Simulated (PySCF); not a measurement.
C10H7N3, SMILES C1=CC2=CC=CC3=NC=NC(=C1)N23. Atoms are numbered in the order given.

```xyz
20

C      0.0000    -2.4209    -1.3562
C      0.0000    -1.2374    -2.0644
C      0.0000     0.0000    -1.3879
C      0.0000     1.2374    -2.0644
C      0.0000     2.4209    -1.3562
C      0.0000     2.4094     0.0352
C      0.0000     1.2027     0.7365
N      0.0000     1.1836     2.0806
C      0.0000     0.0000     2.6642
N      0.0000    -1.1836     2.0806
C      0.0000    -1.2027     0.7365
C      0.0000    -2.4094     0.0352
N      0.0000     0.0000     0.0069
H      0.0000    -3.3743    -1.8899
H      0.0000    -1.2172    -3.1537
H      0.0000     1.2172    -3.1537
H      0.0000     3.3743    -1.8899
H      0.0000     3.3157     0.6378
H      0.0000     0.0000     3.7622
H      0.0000    -3.3157     0.6378
```

Geometry optimised at PBE0-D3(BJ)/def2-SVP.

These are TDA-LC-ωPBE/def2-SVP run with PySCF values and carry that method's errors.

Vertical excitations.  State labels are in the subgroup C2v.

Question: Estimate the UV-visible absorptions. (An estimate is asked for; the answer gives what the named calculation found.)

Answer: 
| state | symmetry | energy (eV) | λ (nm) | f | main pairs |
|---|---|---|---|---|---|
| S1 | B2 | 2.04 | 607 | 0.004 | HOMO→LUMO 96 % |
| S2 | A2 | 4.41 | 281 | 0.000 | HOMO−1→LUMO 74 %, HOMO−1→LUMO+2 21 % |
| S3 | A1 | 4.44 | 279 | 0.360 | HOMO→LUMO+1 93 % |
| S4 | B2 | 4.58 | 271 | 0.499 | HOMO→LUMO+2 93 % |
| S5 | B1 | 5.54 | 224 | 0.000 | HOMO−1→LUMO+1 47 %, HOMO−4→LUMO 36 %, HOMO−4→LUMO+2 12 % |
| S6 | B1 | 6.12 | 203 | 0.009 | HOMO−1→LUMO+1 44 %, HOMO−4→LUMO 38 %, HOMO−4→LUMO+2 9 % |
| T1 | B2 | 1.72 | 723 | 0 | HOMO→LUMO 97 % |
| T2 | A1 | 2.56 | 484 | 0 | HOMO→LUMO+1 92 % |
Triplets are in the Tamm–Dancoff approximation.
